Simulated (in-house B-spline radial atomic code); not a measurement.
# Ionising Ne II (Ne+) with different functionals

Computed with a B-spline radial code for spherical atoms: scalar-relativistic (spin-free X2C) Hamiltonian, Fermi nucleus of rms radius 3.0055 fm, spin-polarised at highest spin, spherical fractional occupations for the functionals, and exact exchange of hybrids averaged over the configuration. The ionisation energy is the difference of two self-consistent energies, [He] 2s2 2p5 → [He] 2s2 2p4, without Breit or QED terms; ε is the level of the shell that loses the electron (its least bound occupied spin orbital).

```
   method                    rung  ΔSCF (eV)  -ε(2p) (eV)
     PBE0           global hybrid      41.17        34.16
    B3LYP           global hybrid      41.43        33.76
    TPSSh           global hybrid      41.29        32.45
BHandHLYP           global hybrid      40.98        37.15
  r2SCAN0           global hybrid      41.18        34.39
    B97-1           global hybrid      41.21        33.68
    HSE06  range-separated hybrid      41.20        33.76
    wB97X  range-separated hybrid      41.16        36.61
CAM-B3LYP  range-separated hybrid      41.40        35.78
  LC-wPBE  range-separated hybrid      41.54        36.87
```

(1) Among the functionals, which spreads more, the ΔSCF values or the orbital energies?

(2) How do they compare with the NIST value?

Answers

(1) The orbital energies: ΔSCF values span about 0.56 eV and the orbital energies 4.70 eV; here energy differences depend much less on the functional than eigenvalues do.

(2) NIST lists 40.963 eV (measured, ground level to ground level). Errors run from +0.02 to +0.58 eV; BHandHLYP is closest (+0.02 eV), but part of that can be cancellation, since the calculations leave out spin-orbit coupling, Breit-QED terms, multiplet and fine-structure energies.
